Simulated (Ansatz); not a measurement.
Results of the Gaussian-basis code of Ansatz.

`CN(C)[CH2][AlH2]` at its PBE0-D4/def2-TZVP geometry, where that method's forces vanish. Charge 0, multiplicity 1.

```csv
atom,x (Å),y (Å),z (Å)
C1,-0.582,1.196,0.559
N2,-0.264,-0.208,0.506
C3,0.401,-0.633,1.715
C4,0.502,-0.539,-0.681
Al5,-0.428,-0.268,-2.393
H6,0.320,1.838,0.600
H7,-1.187,1.412,1.443
H8,-1.166,1.486,-0.319
H9,1.378,-0.133,1.860
H10,0.578,-1.710,1.684
H11,-0.224,-0.415,2.584
H12,1.495,-0.038,-0.693
H13,0.743,-1.613,-0.657
H14,-1.936,0.225,-2.477
H15,0.370,-0.600,-3.729
```

(1) For each bond, give half the difference of the two atoms' forces along it (eV/Å; positive pushes the atoms apart) under PBE-D4, r2SCAN-D4, B3LYP-D4, ωB97M-V in def2-TZVPP. (Estimate.)

Results:

(1) The calculation gave: 
```
   bond  length (Å)  PBE-D4  r2SCAN-D4  B3LYP-D4  ωB97M-V
  C1–N2       1.441    0.11       0.15      0.19     0.17
  C1–H6       1.107    0.13      -0.01     -0.04    -0.09
  C1–H7       1.092    0.08      -0.06     -0.11    -0.09
  C1–H8       1.094    0.09      -0.05     -0.12    -0.09
  N2–C3       1.444    0.11       0.15      0.17     0.16
  N2–C4       1.451    0.08       0.16      0.18     0.18
  C3–H9       1.106    0.13      -0.01     -0.04    -0.09
 C3–H10       1.092    0.08      -0.05     -0.10    -0.09
 C3–H11       1.093    0.08      -0.06     -0.10    -0.09
 C4–Al5       1.967   -0.05      -0.07      0.02     0.00
 C4–H12       1.112    0.15       0.02     -0.06    -0.10
 C4–H13       1.101    0.11      -0.01     -0.12    -0.09
Al5–H14       1.589    0.05      -0.03     -0.09    -0.12
Al5–H15       1.591    0.04      -0.03     -0.09    -0.11
```

B3LYP here is the variant with VWN-RPA as its local correlation; programs differ in this.
